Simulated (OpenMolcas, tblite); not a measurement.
## IBr (SMILES BrI): the dipole moment, rung by rung

IBr: 2 atoms, total charge 0, spin state singlet. SMILES: `BrI`. The coordinates come from a PBE0-D4/def2-TZVP relaxation.

```csv
atom,x (Å),y (Å),z (Å)
Br,0.0000,0.0000,-0.0029
I,0.0000,0.0000,2.4609
```

Quantity: the dipole moment, in D. The values are calculated.

**What was measured.** NIST CCCBDB gives the dipole moment of the gas as 0.74 D.

| level | kind | program | value (D) | computed − measured | CPU time |
| --- | --- | --- | --- | --- | --- |
| GFN1-xTB | semi-empirical | tblite | 1.35 | +0.61 | under 2 s |
| HF/def2-TZVP (core potential) | Hartree–Fock | OpenMolcas | 0.85 | +0.11 | 12 s |
| SVWN5/def2-TZVP (core potential) | LDA | OpenMolcas | 0.67 | -0.07 | 16 s |
| revPBE/def2-TZVP (core potential) | GGA | OpenMolcas | 0.65 | -0.09 | 19 s |
| TPSS/def2-TZVP (core potential) | meta-GGA | OpenMolcas | 0.67 | -0.07 | 23 s |
| PBE0/def2-TZVP (core potential) | global hybrid | OpenMolcas | 0.71 | -0.03 | 19 s |

Nearest: PBE0/def2-TZVP (core potential) (-0.03 D); farthest: GFN1-xTB (+0.61 D). The measured dipole is a vibrational average, so differences of a few hundredths of a debye mean little. Computed less measured by kind, in D (def2-TZVP rows): semi-empirical +0.61; Hartree–Fock +0.11; LDA -0.07; GGA -0.09; meta-GGA -0.07; global hybrid -0.03. Magnitudes only: a small dipole may point the other way at some levels. CPU times are rough (shared hosts, several kinds of processor): they show what a rung costs within a factor of a few.
